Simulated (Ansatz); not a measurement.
Species: H$_{5}$BSiO, charge 0, singlet. H5BSiO (SMILES BO[SiH3]).
B3LYP-D3(BJ)/def2-TZVP minimum from Ansatz (a quantum-chemistry and plane-wave program):
```
O
B 1 1.3486
H 2 1.1942 1 118.15
H 2 1.1995 3 121.85 1 -180.00
Si 1 1.6612 2 133.93 3 -180.00
H 5 1.4769 1 107.89 2 120.54
H 5 1.4769 6 110.09 1 -117.50
H 5 1.4805 6 110.35 7 -122.05
```

Total energies in hartree (Ansatz). Open shells are spin-unrestricted; no spin-orbit coupling. Cores are frozen in correlated methods. No relativity. Where a partner has so few electrons that a lower coupled-cluster level is exact, that level stands in.

| species | HF/cc-pV(T+d)Z | CCSD(T)/cc-pV(T+d)Z | HF/cc-pV(Q+d)Z | CCSD(T)/cc-pV(Q+d)Z | CCSD(T)/cc-pV(D+d)Z | CCSDT(Q)/cc-pV(D+d)Z |
|---|---|---|---|---|---|---|
| 1: H5BSiO (SMILES BO[SiH3]) | -391.52121 | -392.03877 | -391.53332 | -392.08250 | -391.88817 | -391.88978 |
| 2: B (doublet) | -24.53207 | -24.59810 | -24.53297 | -24.60084 | -24.58941 | -24.58977 |
| 3: H (doublet) | -0.49981 | -0.49981 | -0.49995 | -0.49995 | -0.49928 | -0.49928 |
| 4: O (triplet) | -74.81176 | -74.97396 | -74.81729 | -74.99357 | -74.90995 | -74.91013 |
| 5: Si (triplet) | -288.85649 | -288.93344 | -288.85845 | -288.93781 | -288.91643 | -288.91690 |

Problem. Work out the atomisation energy (electronic, to ground-state atoms) in kcal/mol: take Hartree-Fock from cc-pV(Q+d)Z, extrapolate the CCSD(T) correlation energy as X^-3 (X = 3, 4), and add CCSDT(Q) - CCSD(T) in cc-pV(D+d)Z. 1 hartree = 627.51 kcal/mol.

Solution. 
Species 1: correlation (64·(-0.54918) - 27·(-0.51756))/37 = -0.57225; step -0.00161; E1 = -391.53332 + (-0.57225) + (-0.00161) = -392.10718
Species 2: correlation (64·(-0.06787) - 27·(-0.06603))/37 = -0.06921; step -0.00036; E2 = -24.53297 + (-0.06921) + (-0.00036) = -24.60254
Species 3: correlation (64·(0.00000) - 27·(0.00000))/37 = 0.00000; step +0.00000; E3 = -0.49995 + (0.00000) + (+0.00000) = -0.49995
Species 4: correlation (64·(-0.17628) - 27·(-0.16220))/37 = -0.18655; step -0.00018; E4 = -74.81729 + (-0.18655) + (-0.00018) = -75.00402
Species 5: correlation (64·(-0.07936) - 27·(-0.07695))/37 = -0.08112; step -0.00047; E5 = -288.85845 + (-0.08112) + (-0.00047) = -288.94004
-1·E1 +1·E2 +5·E3 +1·E4 +1·E5 = 1.06083 hartree = 665.7 kcal/mol.
